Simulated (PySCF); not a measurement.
## Excitation energy of Mg by level of theory

Mg [Ne] 3s2 (1S) → Mg [Ne] 3d2 (3F), as a difference of total energies. All numbers are calculated (PySCF 2.14, the spin-free X2C one-electron Hamiltonian (Gaussian nucleus), in dyall-acv3z (20s13p7d4f, 122 functions)). Correlated levels: valence: [Ne] frozen; valence and next inner shell: 1s2 frozen; virtual orbitals above 40 to 60 times the deepest correlated orbital energy dropped. The calculations carry no spin-orbit coupling.

| method | excitation energy (eV) |
| --- | --- |
| UHF | 14.357 |
| LDA | 14.577 |
| PBE | 14.047 |
| PBE0 | 14.268 |
| r2SCAN | 14.088 |
| wB97M-V | 15.542 |
| wB97X-V | 15.037 |
| CAM-B3LYP | 15.140 |
| MP2 (valence) | 14.856 |
| SCS-MP2 (valence) | 15.091 |
| MP2 (valence and next inner shell) | 15.179 |
| SCS-MP2 (valence and next inner shell) | 15.347 |

How much does correlation contribute at MP2 (valence and next inner shell)?

15.179 − (14.357) = 0.822 eV, measured against UHF.

The upper state lies above the first ionisation limit, where it may autoionise and the basis confines it.

The promoted electron is Rydberg-like, and one or two diffuse shells describe it only roughly, which tends to raise the upper state.
